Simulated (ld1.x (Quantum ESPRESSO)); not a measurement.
## An all-electron radial function and its pseudo partner (In)

Columns: radius, all-electron u(r) and pseudo u(r) of the 5p shell (level -2.50 eV) of indium in the configuration [Kr] 4d10 5s2 5p1; Wu–Cohen, scalar-relativistic, TM scheme, ld1.x (Quantum ESPRESSO) 7.5.

```json
{"r (bohr)": "0.108", "all-electron": "0.0462", "pseudo": "-0.0018"}
{"r (bohr)": "0.215", "all-electron": "-0.1262", "pseudo": "-0.0072"}
{"r (bohr)": "0.322", "all-electron": "-0.1014", "pseudo": "-0.0160"}
{"r (bohr)": "0.430", "all-electron": "0.0305", "pseudo": "-0.0282"}
{"r (bohr)": "0.538", "all-electron": "0.1506", "pseudo": "-0.0433"}
{"r (bohr)": "0.645", "all-electron": "0.2139", "pseudo": "-0.0610"}
{"r (bohr)": "0.752", "all-electron": "0.2207", "pseudo": "-0.0810"}
{"r (bohr)": "0.860", "all-electron": "0.1847", "pseudo": "-0.1034"}
{"r (bohr)": "0.968", "all-electron": "0.1222", "pseudo": "-0.1279"}
{"r (bohr)": "1.075", "all-electron": "0.0473", "pseudo": "-0.1544"}
{"r (bohr)": "1.182", "all-electron": "-0.0315", "pseudo": "-0.1832"}
{"r (bohr)": "1.290", "all-electron": "-0.1094", "pseudo": "-0.2149"}
{"r (bohr)": "1.398", "all-electron": "-0.1822", "pseudo": "-0.2493"}
{"r (bohr)": "1.505", "all-electron": "-0.2477", "pseudo": "-0.2861"}
{"r (bohr)": "1.612", "all-electron": "-0.3059", "pseudo": "-0.3248"}
{"r (bohr)": "1.720", "all-electron": "-0.3573", "pseudo": "-0.3646"}
{"r (bohr)": "1.828", "all-electron": "-0.4014", "pseudo": "-0.4034"}
{"r (bohr)": "1.935", "all-electron": "-0.4384", "pseudo": "-0.4387"}
{"r (bohr)": "2.042", "all-electron": "-0.4693", "pseudo": "-0.4693"}
{"r (bohr)": "2.150", "all-electron": "-0.4949", "pseudo": "-0.4949"}
{"r (bohr)": "2.258", "all-electron": "-0.5154", "pseudo": "-0.5154"}
{"r (bohr)": "2.365", "all-electron": "-0.5312", "pseudo": "-0.5312"}
{"r (bohr)": "2.472", "all-electron": "-0.5430", "pseudo": "-0.5430"}
{"r (bohr)": "2.580", "all-electron": "-0.5514", "pseudo": "-0.5514"}
{"r (bohr)": "2.688", "all-electron": "-0.5565", "pseudo": "-0.5565"}
{"r (bohr)": "2.795", "all-electron": "-0.5588", "pseudo": "-0.5588"}
```

Q: How many radial nodes do the two functions have?

A: The all-electron 5p function has n − l − 1 = 3; the pseudo-wave has 0, since the states of the same l below it are removed with the core.

Q: At about which radius was the pseudo-wave matched?

A: 2.15 bohr. The columns agree to 0.0005 from 1.94 bohr on; several derivatives are matched, so the curves merge somewhat inside the radius.

Q: Is the pseudo-wave norm-conserving?

A: Yes: the TM scheme keeps the norm inside the radius equal to the all-electron one, which fixes the energy derivative of the logarithmic derivative at the level.
